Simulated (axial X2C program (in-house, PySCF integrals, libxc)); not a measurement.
**FeF: from Re and ωe to a spectrum**

A bond curve at the CCSD(T) level, 2c, was computed with an in-house relativistic program for diatomic molecules (basis Fe dyall-cv3z [9s10p6d3f2g], F dyall-av3z [7s6p3d2f] (cores contracted in-house)) for the state Ω = 9/2 (⟨Sz⟩ = 2.50, ⟨Lz⟩ = 2.00 at HF). Its fit gives Re = 1.7918 Å, ωe = 653.7 cm⁻¹, ωexe = 2.96 cm⁻¹ and αe = 2.680e-03 cm⁻¹; the masses are 55.9349 and 18.9984 u. Two-component means X2C with spin–orbit coupling and atomic mean-field Coulomb and Gaunt terms.

Correlated methods: 15 electrons correlated (number of frozen shells: Fe 3 s, 2 p; F 1 s), 249 virtual spin orbitals or spinors in MP2, 90 natural virtuals in coupled cluster.

Task: Find the reduced mass, Be and the force constant.

Result: From the CCSD(T) values: μ = 14.1816 u. Be = 16.8576/(μ Re²) = 0.3702 cm⁻¹. k = 5.8918×10⁻⁷ μ ωe² = 3.57 mdyn/Å.

Task: A Morse curve ties αe to the other constants (Pekeris). How well does that hold?

Result: αe(Morse) = 6Be²/ωe × (√(ωexe/Be) − 1) = 2.299e-03 cm⁻¹; the CCSD(T) curve gives 2.680e-03 cm⁻¹, a ratio of 0.86.

Task: Where do the fundamental and the first overtone lie?

Result: ν(1←0) = ωe − 2ωexe = 647.8 cm⁻¹; ν(2←0) = 2ωe − 6ωexe = 1289.6 cm⁻¹.

Task: Estimate the centrifugal constant by the Kratzer relation.

Result: D = 4Be³/ωe² = 4.75e-07 cm⁻¹.

Occupations by symmetry block were frozen at the best pattern of an incomplete PBE0 search. Coupled cluster ran in a truncated set of natural virtual spinors; the MP2 energy of the rest was added. (T) has no such correction and the atoms are truncated less, which lowers De at CCSD(T) by a hundredth of an eV or more. Other states lie close and PBE0, whose exact exchange favours high spin, may order them wrongly; the determinant shown need not be the ground state. The nearest other spin-free determinant of the search, M_S = 5/2, Λ = 1, lies 0.34 eV up at the distance of the search. With several unpaired electrons one determinant need not be a pure state. A state of lower Ω lies just above, and one determinant can place such states too high, so the state shown need not be the lowest. The search has Ω = 1/2 only 0.09 eV up.
